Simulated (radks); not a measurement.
Problem. Ionisation ladder of germanium, from Ge V to Ge IX. Each ion is in the ground configuration listed by NIST, and IE = E(next ion) - E(this ion). Method: scalar-relativistic Kohn-Sham, r2SCAN, spin-polarised, spherical densities, finite nucleus; open shells are filled with parallel spins first; meta-GGA in the generalised Kohn-Sham scheme; Fermi nuclear charge, rms radius 4.0742 fm; computed with a radial shooting solver on a logarithmic mesh with Libxc functionals.

| species | configuration | IE, Delta-SCF (eV) | <r> HOMO (bohr) |
|---|---|---|---|
| Ge V | [Ar] 3d10 | 91.122 | 0.714 |
| Ge VI | [Ar] 3d9 | ? | 0.684 |
| Ge VII | [Ar] 3d8 | ? | 0.658 |
| Ge VIII | [Ar] 3d7 | 175.54 | 0.635 |
| Ge IX | [Ar] 3d6 | 206.81 | 0.614 |

Estimate the withheld Delta-SCF values.

Solution. Ge VI: 117.48 eV (NIST 115.9); Ge VII: 145.69 eV (NIST 145).
